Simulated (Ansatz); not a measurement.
A run on `[F][Ti]([F])([F])[SH]` with other settings.

```yaml
crystal:
  periodic: [false, false, false]
  atoms:
    - {symbol: F, position_ang: [-0.651890, -0.853593, 1.306759]}
    - {symbol: Ti, position_ang: [0.619240, -0.624738, 0.096073]}
    - {symbol: F, position_ang: [2.054138, -1.006367, 0.284188]}
    - {symbol: F, position_ang: [-0.779898, -1.437090, -1.321212]}
    - {symbol: S, position_ang: [0.244958, 1.873928, -0.365734]}
    - {symbol: H, position_ang: [-1.025297, 1.598918, -0.464184]}
basis:
  gaussian: {orbitals: def2-TZVP}
total_charge: 1
magnetization: {spin_polarized: true, initial_magnetization: 1}
hamiltonian: {xc: {name: r2SCANh}, pseudopotentials: {relativity: scalar}}
output: {forces: true}
```

```sh
$ ansatz run in.yaml --threads 4 --pin off --events-out ev --progress --plain --max-ram 10444MiB
```

Output, abridged:

```
Functional definition: r2SCANh
1221 factors; their error is unknown
mean field evaluation 1: about -42225.4429 eV, gradient 7.5e1 eV
mean field evaluation 2: about -41546.8765 eV, gradient 3.9e2 eV
mean field evaluation 4: about -42226.2343 eV, gradient 6.3e1 eV
mean field evaluation 8: about -42243.3046 eV, gradient 3.3e0 eV
mean field evaluation 16: about -42243.4137 eV, gradient 2.8e-3 eV
mean field -42243.41365274 eV, -1552.4168181239 hartree, gradient 3.1e-5 eV, S^2 0.761340; 3 other end points of the search recorded, 0 dependent functions left out
reference -42243.41366895 eV, -1552.4168187198 hartree; 33, 32 occupied and 148, 149 virtual orbitals, 1221 factors
Total energy: -42243.41366895 eV, -1552.4168187198 hartree
Relativity: scalar
Atom 0 at    -0.651890    -0.853593     1.306759 Å, force     2.091953     0.401616    -0.477745 eV/Å
Atom 1 at     0.619240    -0.624738     0.096073 Å, force   -18.101466     1.565795    -4.025932 eV/Å
Atom 2 at     2.054138    -1.006367     0.284188 Å, force    12.293552    -3.455273     1.866768 eV/Å
Atom 3 at    -0.779898    -1.437090    -1.321212 Å, force     3.672850     1.913795     2.618766 eV/Å
Atom 4 at     0.244958     1.873928    -0.365734 Å, force     1.542102    -0.148273     0.138117 eV/Å
Atom 5 at    -1.025297     1.598918    -0.464184 Å, force    -1.498990    -0.277660    -0.119975 eV/Å
Dipole moment:     0.625782     0.994706     0.103434 e Å
```

Hardware: 4 threads of an Intel Xeon on a shared host. Wall time 26 s, peak host memory 0.71 GiB.
